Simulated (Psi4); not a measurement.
## Worked example: ideal-gas entropy of Si2H4ClF (SMILES F[SiH]([SiH3])Cl)

A singlet with charge 0, relaxed at B3LYP-D3(BJ)/def2-TZVP (density fitting) (Psi4 1.11):

```xyz
8

F    -1.3208    1.8071    0.1657
Si   -0.3781    0.8127   -0.6680
Si    0.5426   -0.7962    0.7636
Cl   -1.5457   -0.1327   -2.0800
H     0.5986    1.6479   -1.3948
H     1.3487   -0.1344    1.8164
H     1.4137   -1.6882   -0.0364
H    -0.5485   -1.5814    1.3830
```

Harmonic wavenumbers in cm⁻¹: 93, 115, 182, 244, 399, 505, 531, 556, 788, 818, 867, 905, 945, 947, 2221, 2235, 2241, 2248.

Masses in u: F 18.998, Si 28.085, Cl 35.45, H 1.008. Take T = 298.15 K, p = 1 bar, R = 8.3145 J/(mol K), kT/hc = 207.22 cm⁻¹, rigid rotor and harmonic oscillator.

Work out S° at 298 K.


1. Translation (Sackur–Tetrode): S = R[3/2 ln M + 5/2 ln T − 1.1517] with M = 114.65 gives 168.0 J/(mol K).
2. Rotation: principal moments 120.553, 235.721, 325.584 u Å² give A, B, C = 0.1398, 0.0715, 0.0518 cm⁻¹; the symmetry number is σ = 1; q = (√π/σ)√((kT/hc)³/ABC) = 232354; S = R(ln q + 3/2) = 115.2.
3. Vibration: with u = ν̃/207.22, each mode gives R[u/(eᵘ − 1) − ln(1 − e⁻ᵘ)]; the sum is 60.8, most from 93 cm⁻¹ (15.0), 115 cm⁻¹ (13.3), 182 cm⁻¹ (9.7).
4. Spin and the two mirror images of this shape: R ln 2 = 5.8.
5. Sum: 168.0 + 115.2 + 60.8 + 5.8 = 349.8 J/(mol K).

No measured value is set beside it here. Where a soft mode is a torsion, a harmonic oscillator describes it poorly.
